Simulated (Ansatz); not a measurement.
System: C$_{2}$H$_{6}$Mg, net charge 0, singlet state. SMILES: [Mg]([CH3])[CH3]
Geometry: optimised at B3LYP-D3(BJ)/def2-TZVP (Ansatz, an electronic-structure program).

Atomisation energy built up term by term with Ansatz (kcal/mol; UHF references for open shells; valence terms freeze the core; atomic spin-orbit terms are left out; no core correlation term is included; no scalar relativity (X2C) term is included). CBS(X,Y): correlation extrapolated as X^-3; Hartree-Fock from the larger set.

```csv
term,basis,kcal/mol
Hartree-Fock,def2-QZVPPD,535.85
CCSD correlation,"CBS(def2-TZVPPD,def2-QZVPPD)",162.45
(T),"CBS(def2-TZVPPD,def2-QZVPPD)",8.75
sum: De,,707.1
```

(T) makes 1.2 % of the CCSD(T) atomisation energy; under 5 % is typical of single-reference molecules.
